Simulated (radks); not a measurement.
The numbers below are computed, except where a source is named.
The mean radii <r> (bohr) of the occupied orbitals of an atom or ion are listed with their occupations. Code: a radial shooting solver on a logarithmic mesh with Libxc functionals. Model: Dirac Kohn-Sham, LB94 model potential, spin-unpolarised, spherical densities, finite nucleus; Fermi nuclear charge, rms radius of each element as measured or else 0.836 A^(1/3) + 0.57 fm.

orbital  occ.      <r>
1s1/2       2  0.03095
2s1/2       2   0.1272
2p1/2       1   0.1063

Name the element and its charge. Open shells, if any, fill j = l - 1/2 first.

Answer. Z = 47, silver, charge +42: Ag42+ in [He] 2s2 2p1. The 1s radius gives Z: for a bare nucleus <r> = (2 gamma + 1)/(2Z) with gamma = sqrt(1 - (Z/c)^2), 0.03062 bohr for Z = 47, and screening makes it slightly larger (0.03095 here). The occupations add up to 5, and the charge is Z minus that.
